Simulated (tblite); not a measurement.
Species: C₆H₁₁F₃.
SMILES with atom numbers: `[CH3:1][CH2:2][C@@H:3]([CH3:4])[C@@H:5]([F:6])[CH:7]([F:8])[F:9]` (hydrogens: H10, H11, H12 on C1; H13, H14 on C2; H15 on C3; H16, H17, H18 on C4; H19 on C5; H20 on C7)

A start from a force field or distance geometry was refined with tblite, GFN2-xTB geometry optimisation, gas phase. Values at the start:

| coordinate | start |
| --- | --- |
| C1–C2 | 1.517 Å |
| C1–H10 | 1.096 Å |
| C2–C3 | 1.555 Å |
| C2–H13 | 1.107 Å |
| C2–H14 | 1.087 Å |
| C3–C4 | 1.538 Å |
| C3–C5 | 1.532 Å |
| C3–H15 | 1.088 Å |
| C4–H16 | 1.075 Å |
| C5–F6 | 1.377 Å |
| C5–C7 | 1.519 Å |
| C5–H19 | 1.093 Å |
| C7–F8 | 1.364 Å |
| C7–F9 | 1.362 Å |
| C7–H20 | 1.091 Å |
| C2–C3–C4 | 110.4° |
| C2–C3–C5 | 111.7° |
| C3–C5–F6 | 108.4° |
| C3–C5–C7 | 114.8° |
| C4–C3–C5 | 109.1° |
| C5–C7–F8 | 110.2° |
| C5–C7–F9 | 109.9° |
| F6–C5–C7 | 108.7° |
| C2–C3–C5–F6 | -60° |
| C3–C5–C7–F8 | 52° |

Problem. How do these coordinates change at the GFN2-xTB level?

Solution. 
```
 coordinate  GFN2-xTB (Å or °)  change
      C2–C3              1.535  -0.020
      C5–C7              1.535  +0.016
     C2–H13              1.092  -0.015
      C7–F8              1.352  -0.012
     C4–H16              1.087  +0.012
      C3–C4              1.528  -0.010
     C1–H10              1.086  -0.010
      C7–F9              1.353  -0.009
     C7–H20              1.100  +0.009
      C1–C2              1.524  +0.007
     C3–H15              1.095  +0.007
     C2–H14              1.092  +0.005
     C5–H19              1.098  +0.005
      C3–C5              1.535  +0.003
      C5–F6              1.379  +0.002
   F6–C5–C7              106.7    -2.0
   C3–C5–F6              110.1    +1.7
   C2–C3–C4              112.1    +1.7
   C5–C7–F8              111.4    +1.2
   C2–C3–C5              110.7    -1.0
   C5–C7–F9              110.5    +0.6
   C3–C5–C7              114.2    -0.6
   C4–C3–C5              108.7    -0.4
C3–C5–C7–F8                 36     -16
C2–C3–C5–F6                -58      +2
```

The energy falls by 0.069 eV over 76 L-BFGS steps, the largest force on an atom goes from 0.92 to 0.010 eV/Å, and the atoms move by 0.126 Å rms after alignment. The bond that changes most is C2–C3 (chain CH2 carbon to sp3 CH carbon), which shortens by 0.020 Å. Bonds longer at the end by more than 0.005 Å: 7 of 19; shorter: 10. Among the dihedrals that turn most is H19–C5–C7–F8, from -71° to -88°. Rotational constants go from 2352, 979.0, 835.5 to 2327, 1017, 846.8 MHz.

Hardware: one thread of an Intel Xeon at 2.70 GHz, no GPU, shared host with 64 logical CPUs at a one-minute load of 59. Cost: 0.8 s.

Its GFN2-xTB frequencies are all real (lowest 44 cm⁻¹). One conformer, not necessarily the lowest. 3 starts were optimised and ended at 0.00, 1.13 and 3.39 kcal/mol (GFN2-xTB); the lowest of these is shown.

The numbers are calculated, not measured.
